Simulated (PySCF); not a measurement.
Compound: WF6 (singlet state).
Cartesian coordinates in Å at the PBE0-D3(BJ)/def2-SVP level; atoms count from 1:
```
atom  x, y, z in Å
W1    -0.0001   -0.0002   -0.0001
F2    -0.0119   -0.0050    1.8386
F3     0.0118    0.0055   -1.8389
F4     1.8387    0.0044    0.0120
F5    -1.8388   -0.0043   -0.0121
F6    -0.0027    1.8386    0.0076
F7     0.0030   -1.8390   -0.0071
```

Level of theory: TDDFT CAM-B3LYP/def2-SVPD, vertical, gas phase, core orbitals frozen in the response, def2 core potentials past Kr (PySCF 2.14.0, density-fitted response routines). Spin–orbit coupling is left out.

Predict the UV-vis stick spectrum at this level.

```json
{"state": "S1", "E (eV)": "6.29", "λ (nm)": "197.0", "f": "0.0000", "|μ| (D)": "0.00", "main configurations (H = HOMO, L = LUMO)": "H→L/L+1/L+2 (≥23%), H-2→L/L+1/L+2 (≥18%), H-1→L/L+1/L+2 (≥14%)"}
{"state": "S2", "E (eV)": "6.35", "λ (nm)": "195.3", "f": "0.0000", "|μ| (D)": "0.00", "main configurations (H = HOMO, L = LUMO)": "H→L/L+1/L+2 (≥48%), H-1→L/L+1/L+2 (≥16%), H-2→L/L+1/L+2 (≥12%)"}
{"state": "S3", "E (eV)": "6.35", "λ (nm)": "195.3", "f": "0.0000", "|μ| (D)": "0.00", "main configurations (H = HOMO, L = LUMO)": "H-1→L/L+1/L+2 (≥25%), H→L/L+1/L+2 (≥16%), H-2→L/L+1/L+2 (≥15%)"}
{"state": "S4", "E (eV)": "6.35", "λ (nm)": "195.3", "f": "0.0000", "|μ| (D)": "0.00", "main configurations (H = HOMO, L = LUMO)": "H-2→L/L+1/L+2 (≥45%), H-1→L/L+1/L+2 (≥25%)"}
{"state": "S5", "E (eV)": "6.43", "λ (nm)": "192.9", "f": "0.0000", "|μ| (D)": "0.00", "main configurations (H = HOMO, L = LUMO)": "H→L/L+1/L+2 (≥50%), H-1→L/L+1/L+2 (≥18%)"}
{"state": "S6", "E (eV)": "6.43", "λ (nm)": "192.9", "f": "0.0000", "|μ| (D)": "0.00", "main configurations (H = HOMO, L = LUMO)": "H→L/L+1/L+2 (≥33%), H-2→L/L+1/L+2 (≥28%), H-1→L/L+1/L+2 (≥21%)"}
{"state": "S7", "E (eV)": "6.43", "λ (nm)": "192.8", "f": "0.0000", "|μ| (D)": "0.00", "main configurations (H = HOMO, L = LUMO)": "H-1→L/L+1/L+2 (≥40%), H-2→L/L+1/L+2 (≥28%)"}
{"state": "S8", "E (eV)": "6.80", "λ (nm)": "182.4", "f": "0.0000", "|μ| (D)": "0.00", "main configurations (H = HOMO, L = LUMO)": "H-8→L/L+1/L+2 (33%), H-7→L/L+1/L+2 (33%), H-6→L/L+1/L+2 (33%)"}
```

Triplets (Tamm–Dancoff): T1 5.81 eV, H→L/L+1/L+2 (≥50%), H-1→L/L+1/L+2 (≥32%); T2 5.81 eV, H-2→L/L+1/L+2 (≥50%), H-1→L/L+1/L+2 (≥20%); T3 5.93 eV, H→L/L+1/L+2 (≥22%), H-2→L/L+1/L+2 (≥19%), H-1→L/L+1/L+2 (≥14%).

The lowest singlet lies at 6.29 eV (197 nm, vacuum ultraviolet) and is dark (f under 0.0005); its leading configuration is HOMO→LUMO/LUMO+1/LUMO+2 (≥23%). The largest oscillator strength of a single state is 0.0000. S2/S3/S4 and S5/S6/S7 lie within about 0.01 eV of each other in each set; the point group Oh has degenerate representations, and within a degenerate level the listed configurations can mix freely. Löwdin shares by element: HOMO (one of a set within 0.03 eV) fluorine 83% or more (atoms not listed hold the other 17%); LUMO (one of a set within 0.03 eV) tungsten 66%, fluorine 20% or more. Of the 8 states listed, none reaches f = 0.01 and 8 stay under 0.0005. The listed states span 0.51 eV, and the widest gap between neighbours is 0.37 eV (S7 to S8). No computed singlet lies in the visible range (380 to 750 nm); the lowest, at 197 nm, stands 3.03 eV above its violet end (3.26 eV). Orbitals of the list HOMO-3 to LUMO+2 that lie within 0.01 eV of each other are written together with a slash and their weights summed (≥ marks a lower bound); for degenerate orbitals outside that list single weights are arbitrary. Singlets were solved by full linear response, triplets in the Tamm–Dancoff approximation. The highest level found (6.86 eV, f 0.0000 so far) is left out, since the window may have cut off a degenerate partner.
